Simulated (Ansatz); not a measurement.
C2H7NSi can be A, `C[SiH]1CN1`, or B, `C/C=N\[SiH3]`.

Calculated with Ansatz (gas phase, PBE0-D4/def2-TZVP geometries, no zero-point term in ΔE). CCSD(T)/CBS adds triple-zeta CCSD(T) − MP2 to the extrapolated MP2 energy (def2 sets, frozen cores). Functionals use def2-TZVPP.

Which is lower in electronic energy at CCSD(T)/CBS, and by how much? (Estimate.)

Ansatz gave: B, by 25.0 kJ/mol.

Give E(B) − E(A) in kJ/mol with B2PLYP, CCSD(T)/def2-SVP, PBE0-D4, BLYP-D4, r2SCAN-D4, HF/def2-TZVPP, LDA (SPW92). (Best estimate.)

Ansatz gave: B2PLYP -34.3, CCSD(T)/def2-SVP -56.9, PBE0-D4 -14.6, BLYP-D4 -44.4, r2SCAN-D4 -19.3, HF/def2-TZVPP -65.7, LDA (SPW92) -2.0. None reverses the order clearly.

Does the order hold for the free energy at 298.15 K (harmonic terms from PBE0-D4)? (Best estimate.)

The calculation gave: Yes: G(B) − G(A) = -38.2 kJ/mol.

Largest T1 diagnostic: 0.013.

From r2SCAN to r2SCAN0 (25 % exact exchange), in def2-TZVPP and without D4, E(B) − E(A) moves by +3.0 kJ/mol. In def2-TZVPP, CCSD(T) changes the Hartree–Fock value by +35.2 kJ/mol (the triples alone add +1.5 kJ/mol) and MP2 by +45.7 kJ/mol.
